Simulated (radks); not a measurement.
Question: All-electron atom: Pm+ in [Xe] 4f5 6s1. Method: Dirac Kohn-Sham, PBE, spin-unpolarised, spherical densities, point nucleus; open shells are shared between the two j in proportion to 2j + 1; computed with a radial shooting solver on a logarithmic mesh with Libxc functionals. Some entries of the table are withheld. Estimate them.

orbital,occ.,eigenvalue (Ry),r(max) (bohr)
1s1/2,2,(1),0.01479
2s1/2,2,-537.7105,0.08395
2p1/2,2,-509.1869,(2)
2p3/2,4,-468.0091,(3)
3s1/2,2,-117.5982,0.2388
3p1/2,2,-105.3783,0.2258
3p3/2,4,-97.09788,0.2376
3d3/2,4,-75.87831,0.1898
3d5/2,6,-74.08398,0.1932
4s1/2,2,-23.73413,0.5523
4p1/2,2,-19.08624,0.5590
4p3/2,4,-17.27961,0.5843
4d3/2,4,-9.64034,0.5980
4d5/2,6,-9.31930,0.6063
5s1/2,2,-3.51856,1.291
5p1/2,2,(4),1.415
5p3/2,4,(5),1.489
4f5/2,2.14286,(6),0.6342
6s1/2,1,-0.61064,3.488
4f7/2,2.85714,(7),0.6393

Answer: 
(1) 1s1/2 eigenvalue (Ry): -3306.501
(2) 2p1/2 r(max) (bohr): 0.06370
(3) 2p3/2 r(max) (bohr): 0.06924
(4) 5p1/2 eigenvalue (Ry): -2.27904
(5) 5p3/2 eigenvalue (Ry): -2.03833
(6) 4f5/2 eigenvalue (Ry): -0.61820
(7) 4f7/2 eigenvalue (Ry): -0.58356
